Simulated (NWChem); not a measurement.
A calculation on Cl₂Si

```xyz
3

Si     0.0000     0.0000    -0.9417
Cl    -1.6401     0.0000     0.3877
Cl     1.6401     0.0000     0.3877
```
Charge 0, spin multiplicity 1.

All runs are NWChem calculations. The geometry was optimised at PBE/def2-SVP, a minimum by its harmonic frequencies.

Symmetry labels belong to the abelian group C2v used in the runs, with the axes of the coordinates shown.

B3LYP has NWChem's definition, with VWN1-RPA local correlation. The structure started from a generated list of species.

Task: List the lowest 3 singlet excitations that TD-B3LYP/aug-cc-pVDZ, VWN1-RPA local correlation gives, with oscillator strengths.

Result: 
| state | symmetry | energy (eV) | wavelength (nm) | f |
|---|---|---|---|---|
| 1 | b2 | 3.76 | 330 | 0.025 |
| 2 | a2 | 4.53 | 274 | 0.000 |
| 3 | b1 | 5.35 | 232 | 0.026 |
